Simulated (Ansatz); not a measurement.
Abridged output of a molecular run in Ansatz:

```
Functional definition: HF
982 factors; integrals over basis functions are off by at most 1.1e-3 eV
mean field evaluation 1: about -91443.1004 eV, gradient 1.8e1 eV
mean field evaluation 2: about -91443.1210 eV, gradient 1.8e1 eV
mean field evaluation 4: about -91444.2823 eV, gradient 1.8e0 eV
mean field evaluation 8: about -91444.2948 eV, gradient 1.0e-1 eV
mean field evaluation 16: about -91444.2717 eV, gradient 3.1e-1 eV
mean field -91444.29479825 eV, -3360.5158506663 hartree, gradient 3.5e-6 eV, S^2 0.000000; 0 other end points of the search recorded, 0 dependent functions left out
20 core orbitals not correlated: weight in the atoms' cores, before any rotation towards them, 1.000 or more for the frozen orbitals, at most 0.000 for the correlated occupied ones
reference -91444.29479825 eV, -3360.5158506663 hartree; 18, 18 occupied and 64, 64 virtual orbitals, 982 factors
second order -16.39491664 eV of doubles, -0.00000000 eV of singles
cycle   1  -17.07265695 eV  change   -6.8e-1 eV  update   8.0e-2
cycle   2  -17.48962259 eV  change   -4.2e-1 eV  update   2.3e-2
cycle   3  -17.53723485 eV  change   -4.8e-2 eV  update   8.7e-3
cycle   4  -17.53384141 eV  change    3.4e-3 eV  update   2.0e-3
cycle   5  -17.53465908 eV  change   -8.2e-4 eV  update   6.1e-4
cycle   6  -17.53447571 eV  change    1.8e-4 eV  update   1.7e-4
cycle   7  -17.53444891 eV  change    2.7e-5 eV  update   4.9e-5
cycle   8  -17.53447147 eV  change   -2.3e-5 eV  update   1.8e-5
perturbative correction -0.43114772 eV, -0.0158443866 hartree
Total energy: -91462.26041743 eV, -3361.1760749940 hartree
```

Its atoms:

```xyz
8

Cl    0.7453   -2.2907    0.2503
Si    0.8734   -0.2770   -0.1003
C    -0.7835    0.5278    0.2275
Br   -2.1072   -0.0949   -1.0484
H     1.2800   -0.0592   -1.5054
H     1.8765    0.2872    0.8369
H    -0.7211    1.6112    0.1177
H    -1.1634    0.2955    1.2218
```

(1) Which basis set was used?
A. def2-TZVPP
B. cc-pV(Q+d)Z
C. def2-QZVPP
D. def2-SVP

(2) Write the keys of the input that set method, charge and spin (a neutral closed shell needs none for the last two).

Results:

(1) D. It gives 102 functions.

(2) 
```yaml
correlation: {method: ccsd_t}
```
